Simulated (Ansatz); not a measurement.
C2H5AlClNO, relaxed with RKS PBE-D4/def2-SVP in Ansatz from a rough embedded geometry. The force threshold is 0.03 eV/Å; the program also tests the step.

Charge 0, multiplicity 1. The bonds changed during the relaxation, so this is another structure than the one it started from.

Start:

```xyz
11

N     0.326    0.543    2.087
C     0.674    0.730    0.795
C    -0.383    0.869   -0.298
Cl   -1.363    2.254    0.093
O    -1.256   -0.267   -0.258
Al   -0.528   -1.710   -1.226
H     1.069    0.428    2.771
H     1.718    0.740    0.534
H     0.144    1.001   -1.248
H     0.425   -2.760   -0.475
H    -0.824   -1.828   -2.775
```

| step | energy (eV) | largest force (eV/Å) | largest move (Å) |
| --- | --- | --- | --- |
| 1 | -24785.2764 | 4.443 | 0.000 |
| 2 | -24785.8038 | 1.528 | 0.089 |
| 3 | -24785.9764 | 0.759 | 0.123 |
| 4 | -24786.0369 | 0.645 | 0.174 |
| 5 | -24786.1006 | 1.001 | 0.197 |
| 6 | -24786.1599 | 1.003 | 0.196 |
| 7 | -24786.2280 | 0.881 | 0.195 |
| 8 | -24786.3194 | 0.476 | 0.200 |
| 9 | -24786.3927 | 0.526 | 0.200 |
| 10 | -24786.4472 | 0.568 | 0.195 |
| 11 | -24786.5018 | 0.445 | 0.135 |
| 12 | -24786.5808 | 0.216 | 0.198 |
| 13 | -24786.6487 | 0.349 | 0.195 |
| 14 | -24786.7238 | 0.347 | 0.195 |
| 15 | -24786.8133 | 0.345 | 0.196 |
| 16 | -24786.9705 | 0.442 | 0.196 |
| 17 | -24787.1786 | 0.549 | 0.196 |
| 18 | -24787.4096 | 0.565 | 0.191 |
| 19 | -24787.6229 | 0.516 | 0.195 |
| 20 | -24787.7967 | 0.590 | 0.197 |
| 21 | -24787.8909 | 0.299 | 0.200 |
| 22 | -24787.9388 | 0.192 | 0.200 |
| 23 | -24787.9476 | 0.092 | 0.108 |
| 24 (rejected) | -24787.9473 | 0.230 | 0.035 |
| 25 | -24787.9500 | 0.026 | 0.017 |

End:

```xyz
11

N     0.199   -0.487    1.078
C     0.412    0.748    0.762
C     0.228    1.072   -0.696
Cl   -1.397    2.160   -0.365
O     0.040    0.016   -1.452
Al   -0.306   -1.565   -0.553
H     0.246   -0.720    2.077
H     0.687    1.536    1.487
H     0.900    1.857   -1.103
H     0.839   -2.650   -0.824
H    -1.847   -1.968   -0.412
```

Run time 43 s (4 threads of an Arm Neoverse V1 on a shared host); peak host memory 0.19 GiB.
